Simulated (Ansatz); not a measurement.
`O[Si@H](Cl)[Si@@H](O)F` + `N[SiH](O)O` → `O[SiH](O)N[SiH](O)Cl` + `O[SiH2]F`  (cleavage of the Si–Si bond)

Gas-phase electronic energies from Ansatz, PBE0-D4/def2-TZVP geometries. CCSD(T)/CBS adds triple-zeta CCSD(T) − MP2 to the extrapolated MP2 energy (def2 sets, frozen cores). This one scheme is used for every species. DFT in def2-TZVPP. B3LYP here is the variant with VWN-RPA as its local correlation; programs differ in this. One conformer a species, not always the lowest.

`O[Si@H](Cl)[Si@@H](O)F`:

```xyz
10

O     1.377   -0.593    1.450
Si    0.782   -1.020   -0.011
F     0.152   -2.491    0.026
Si   -0.954    0.472   -0.560
O    -0.429    1.895   -1.178
Cl   -1.869    0.767    1.283
H     0.738   -0.347    2.124
H     1.942   -1.055   -0.929
H    -1.991   -0.008   -1.497
H     0.251    2.379   -0.706
```

`N[SiH](O)O`:

```xyz
9

N    -0.887   -0.696    0.557
Si    0.097    0.558   -0.073
O     0.107    0.391   -1.703
O     1.553    0.449    0.672
H    -0.923   -0.849    1.553
H    -1.783   -0.886    0.136
H    -0.324    1.955    0.149
H     0.228   -0.495   -2.050
H     1.933   -0.427    0.760
```

`O[SiH](O)N[SiH](O)Cl`:

Z-matrix (Å, degrees):
```
Si
O 1 1.648
N 1 1.710 2 107.2
O 1 1.639 2 103.4 3 122.9
H 1 1.481 2 112.8 3 -117.9
H 2 0.960 1 115.6 3 -152.6
Si 3 1.721 1 128.4 2 37.2
H 3 1.011 1 114.8 2 -129.5
H 4 0.958 1 118.9 2 -177.7
O 7 1.622 3 108.9 1 -11.3
Cl 7 2.060 3 106.8 1 -133.9
H 7 1.473 3 114.9 1 109.8
H 10 0.967 7 114.8 3 -25.3
```

`O[SiH2]F`:

```xyz
6

O    -0.938    0.771   -0.381
Si    0.187   -0.206    0.279
F     1.651    0.401    0.092
H    -1.001    0.832   -1.335
H    -0.108   -0.263    1.722
H     0.210   -1.535   -0.377
```

```tsv
level	ΔE (kJ/mol)	difference from CCSD(T)/CBS
PBE-D4	-82.3	25.0
r2SCAN-D4	-101.4	5.9
B3LYP-D4	-102.0	5.3
B2PLYP	-106.4	0.9
PBE	-79.5	27.8
B3LYP	-97.7	9.6
CCSD/def2-TZVPP	-111.8	-4.5
HF/def2-QZVPP	-120.6	-13.3
SCS-MP2/def2-QZVPP	-114.8	-7.5
MP2/CBS(def2)	-114.3	-7.0
CCSD(T)/CBS	-107.3	0
```

Largest T1 diagnostic among the species: 0.012.

The D4 term adds −4.3 kJ/mol with B3LYP and −2.5 kJ/mol with PBE0; it sums over pairs of atoms, weighted by their polarisabilities, and B3LYP, whose exchange is more repulsive, gets the larger term. From PBE to PBE0 (25 % exact exchange), in def2-TZVPP and without D4, ΔE moves by −11.3 kJ/mol.
